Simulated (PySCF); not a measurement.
ClGa, charge +1, doublet, at a GFN2-xTB geometry (such geometries of metal compounds can be far from the true shape) (a state made from the parent by changing its charge; the spin is typed, not shown lowest).

Here is a job for PySCF.
```python
from pyscf import gto, scf, dft

mol = gto.M(
    atom='''
Ga   -0.000000   -0.000000   -0.770799
Cl    0.000000    0.000000    1.405574
''',
    basis='6-31g',
    charge=1,
    spin=1,
    verbose=4,
)

mf = dft.UKS(mol)
mf.xc = 'pbe0'
mf.kernel()
```

Q: Give the Mulliken (on the basis functions themselves) charges in atom order at the level PBE0/6-31G (PySCF).

A: Ga1 1.00, Cl2 0.00

Q: Estimate the HOMO energy that PBE0/6-31G returns for this input.

A: -15.39 eV

Q: Give the nuclear repulsion energy at the level PBE0/6-31G.

A: 128.1381 Eh

Q: What total energy does PBE0/6-31G give?

A: -64871.1547 eV

Q: What is the computed number of basis functions (PBE0/6-31G)?

A: 40

These values belong to the state on which the SCF converged, which isn't shown to be the lowest.
